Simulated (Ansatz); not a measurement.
CH3N (SMILES C=N), charge 0, multiplicity 1, relaxed at each level with Ansatz (a quantum-chemistry and plane-wave program); harmonic frequencies from differences of analytic forces, average atomic masses, frozen cores.

| mode | r2SCAN/def2-TZVPP (cm⁻¹) | PBE0/def2-TZVPP (cm⁻¹) | wB97X-V/def2-TZVPP (cm⁻¹) | MP2/cc-pVTZ (cm⁻¹) | CCSD(T)/cc-pVDZ (cm⁻¹) | CCSD(T)/cc-pVTZ (cm⁻¹) |
|---|---|---|---|---|---|---|
| 1 | 1075 | 1071 | 1079 | 1075 | 1054 | ? |
| 2 | 1093 | 1106 | 1116 | 1100 | 1069 | 1081 |
| 3 | 1175 | 1171 | 1174 | 1177 | 1155 | ? |
| 4 | 1371 | 1368 | 1378 | 1378 | 1385 | 1387 |
| 5 | 1490 | 1491 | 1496 | 1494 | 1473 | 1483 |
| 6 | 1705 | 1737 | 1746 | 1678 | 1674 | 1675 |
| 7 | 2995 | 3034 | 3053 | 3090 | 3051 | 3052 |
| 8 | 3099 | 3132 | 3149 | 3197 | 3158 | 3152 |
| 9 | 3424 | 3478 | 3489 | 3482 | 3403 | ? |

### Question
Modes are in rising order at each level. Some entries are withheld; supply them.

### Answer

- 3, CCSD(T)/cc-pVTZ (cm⁻¹): 1162
- 9, CCSD(T)/cc-pVTZ (cm⁻¹): 3440
- 1, CCSD(T)/cc-pVTZ (cm⁻¹): 1073

Doubts at one or more of the structures used: a restricted determinant that unrestricted orbitals would lower (MP2/cc-pVTZ, CCSD(T)/cc-pVDZ, CCSD(T)/cc-pVTZ).
